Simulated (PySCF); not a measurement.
## NiF₃, doublet: molecular constants

These are results of UPBE in PySCF with Ni def2-SVP, F def2-SVP; no relativity; density-fitted integrals, not measurements.

The structure is a saddle point with 1 imaginary mode.

```xyz
4
charge 0 multiplicity 2, angstrom
Ni    0.0000    0.0000   -0.2160
F     0.0000    0.0000    1.5122
F     1.6971    0.0000   -0.4319
F    -1.6971    0.0000   -0.4319
```

| Quantity | Value |
| --- | --- |
| Point group | C2v |
| Bond lengths | Ni–F 1.711 Å (×2), Ni–F 1.728 Å |
| Bond angles | F–Ni–F 97.2° (×2), F–Ni–F 165.5° |
| Rotational constants | 0.3167, 0.154, 0.1036 cm⁻¹ |
| Spin squared ⟨S²⟩ | 0.766 |
| Dipole moment | 2.10 D |
| Highest occupied level (β) | -7.39 eV |
| Zero-point energy (real modes) | 14.7 kJ/mol |
| Principal polarisabilities | 12.4, 23.4, 37.9 bohr³ |
| Principal quadrupole moments (Buckingham, traceless) about the centre of mass | -6.53, 1.23, 5.30 D Å |
| Lowest empty level (β) | -7.08 eV |
| Atomisation energy without zero-point energy | 1277 kJ/mol |

Harmonic modes (masses in u: Ni 57.935, F 18.998):
```csv
symmetry,ω (cm⁻¹),IR (km/mol),μ (u)
b1,227i,–,27.13
b2,187,1.2,20.08
a1,236,11.7,22.39
a1,604,1.4,19.05
a1,666,22.3,23.14
b2,762,77.0,25.97
```

In C2v the vibrations span b1 + 2b2 + 3a1. Here b1 is antisymmetric to the molecular plane and b2 lies in it.

Charges (e):
```csv
atom,Mulliken,Löwdin,polar tensor,spin (Mulliken),Mayer order to Ni1
Ni1,0.89,0.58,1.15,0.74,–
F2,-0.28,-0.19,-0.32,-0.04,0.98
"F3,4",-0.30,-0.20,-0.42,0.15,0.99
```

Mulliken populations on Ni1: s 6.44, p 12.45, d 8.22, f 0.00.

Outer orbital energies (eV). α occupied: -10.29, -10.05, -9.97, -8.80, -8.59, -8.45, -7.91, -7.69; empty: -6.77, -1.37, 1.49, 2.88. β occupied: -10.53, -9.91, -9.85, -9.73, -8.76, -8.10, -7.63, -7.39; empty: -7.08, -6.37, -1.30, 1.60.

Only a few start shapes were tried, so a lower isomer may exist. Open d and f shells are described by one determinant, and the ground state may have another occupation or spin. At this level a quartet minimum of C2v symmetry lies 34 kJ/mol below this structure.

The final relaxation and frequency run took of the order of 90 core-seconds on a shared host.
